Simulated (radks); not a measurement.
Values are calculated unless marked as measured or tabulated.
Q: Coherent X-ray form factor from a spherical all-electron density. Level of theory: Dirac Kohn-Sham, PBE, spin-unpolarised, spherical densities, point nucleus (a radial shooting solver on a logarithmic mesh with Libxc functionals).

sin(theta)/lambda (1/angstrom),f0 (electrons)
0.05,43.583
0.1,42.384
0.15,40.549
0.2,38.279
0.25,35.786
0.3,33.258
0.4,28.613
0.5,24.899
0.6,22.119
0.8,18.387
1,15.666
1.25,12.658
1.5,10.100
2,6.881

The species is in the configuration that NIST lists as its ground one. Which atom or ion scatters so?

A: The cadmium ion Cd4+, [Kr] 4d8. Extrapolating in s^2 from the first two rows gives f0(0) = 44.0, near the electron count 44; among species with that count, the fall with angle is slower the higher Z, and the table is that of Z = 48; from so few rows the species is fixed only to a neighbour or two.
